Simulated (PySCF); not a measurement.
Compound: C5H6F2.
Numbering: `[CH:1]#[C:2][C@H:3]([F:4])[CH2:5][CH2:6][F:7]` (hydrogens: H8 on C1; H9 on C3; H10, H11 on C5; H12, H13 on C6)

Computed by this run: PBE0-D3(BJ)/def2-SVP geometry optimisation, gas phase (PySCF 2.14.0); density fitting, grid level 1; the optimiser is geomeTRIC in internal coordinates, started from a GFN2-xTB structure with every atom displaced at random (about 0.01 Å).

Step 0: E = -10694.7428 eV
```
atom  x, y, z in Å  |  force x, y, z in eV/Å
C1      2.9381   -0.7527    0.0097   -3.331   1.759   0.499
C2      1.8636   -0.1897    0.1993    1.697  -0.833  -0.333
C3      0.5712    0.4390    0.4812    0.718  -0.399   0.482
F4      0.4910    0.6181    1.8570   -0.425  -0.156  -0.106
C5     -0.5763   -0.4232   -0.0245   -0.750   1.104   1.591
C6     -1.9096    0.3040    0.1591    0.510  -0.123  -0.391
F7     -1.9807    1.3568   -0.7106    0.084   0.348  -0.345
H8      3.8554   -1.1833   -0.1919    1.676  -0.844  -0.311
H9      0.5503    1.4537    0.0701   -0.152   0.129  -0.440
H10    -0.5973   -1.3548    0.5561    0.124  -0.137  -0.039
H11    -0.4216   -0.6406   -1.0612    0.094  -0.301  -1.014
H12    -2.7399   -0.3631   -0.0591   -0.399  -0.397  -0.036
H13    -2.0382    0.7189    1.1614    0.153  -0.151   0.442
```

Problem. Estimate the geometry and energy of step 1. (The exact step hangs on the optimiser's Hessian estimate; all steps are aligned on step 0, rigid shifts and turns removed.)

Solution. E = -10694.8502 eV, largest force 0.694 eV/Å
```
atom  x, y, z in Å  |  force x, y, z in eV/Å
C1      2.9334   -0.6584   -0.0942    0.516  -0.420   0.199
C2      1.8683   -0.2486    0.3015   -0.287   0.398  -0.272
C3      0.5740    0.3789    0.5612   -0.052  -0.069   0.048
F4      0.3942    0.5887    1.9129   -0.002   0.007   0.085
C5     -0.5982   -0.4424    0.0437   -0.009   0.175  -0.067
C6     -1.8928    0.3345    0.1239    0.014   0.043  -0.099
F7     -1.8659    1.3666   -0.7900    0.021  -0.048   0.079
H8      3.8946   -1.0852   -0.3418   -0.200   0.124  -0.048
H9      0.5611    1.3725    0.0767    0.028  -0.043  -0.034
H10    -0.6680   -1.3632    0.6427    0.004  -0.040  -0.040
H11    -0.4123   -0.7162   -1.0092   -0.016  -0.062   0.122
H12    -2.7531   -0.3138   -0.1081   -0.015  -0.004   0.006
H13    -2.0294    0.7696    1.1274   -0.002  -0.061   0.022
```

The energy changes by -0.1074 eV. The first-order estimate −F·Δx gives -0.3605 eV and the mean of the old and new forces, exact on a quadratic surface, -0.1345 eV. The step makes an angle of 80° with the force vector and moves no atom by more than 0.183 Å.

What follows is the cost of the whole optimisation. On one thread of an Arm Neoverse N1, no GPU, shared host with 64 logical CPUs at a one-minute load of 38, this took 1.8 min and 0.50 GiB of memory at its peak.
